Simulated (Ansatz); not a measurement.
ClFH₂SSn (`[F][SnH]([SH])[Cl]`) at its PBE0-D4/def2-TZVP geometry, where that method's forces vanish. Total charge 0; spin multiplicity 1. Sn takes the def2 core potential.

| atom | x (Å) | y (Å) | z (Å) |
| --- | --- | --- | --- |
| F1 | -1.883 | 0.679 | -0.298 |
| Sn2 | -0.182 | -0.165 | -0.509 |
| S3 | 1.453 | 1.183 | 0.546 |
| Cl4 | -0.438 | -2.139 | 0.656 |
| H5 | 0.057 | -0.421 | -2.165 |
| H6 | 0.993 | 0.863 | 1.769 |

(1) For each bond, give half the difference of the two atoms' forces along it (eV/Å; positive pushes the atoms apart) under PBE-D4, r2SCAN-D4, B3LYP-D4, ωB97M-V in def2-TZVPP. (Estimate.)

Answers

(1) Ansatz gave: 
```csv
bond,length (Å),PBE-D4,r2SCAN-D4,B3LYP-D4,ωB97M-V
F1–Sn2,1.911,0.52,0.09,0.28,0.06
Sn2–S3,2.366,0.13,0.06,0.17,-0.04
Sn2–Cl4,2.307,0.20,0.07,0.23,0.00
Sn2–H5,1.693,0.00,-0.04,-0.11,-0.12
S3–H6,1.345,0.25,0.01,-0.02,-0.09
```

B3LYP here is the variant with VWN-RPA as its local correlation; programs differ in this.
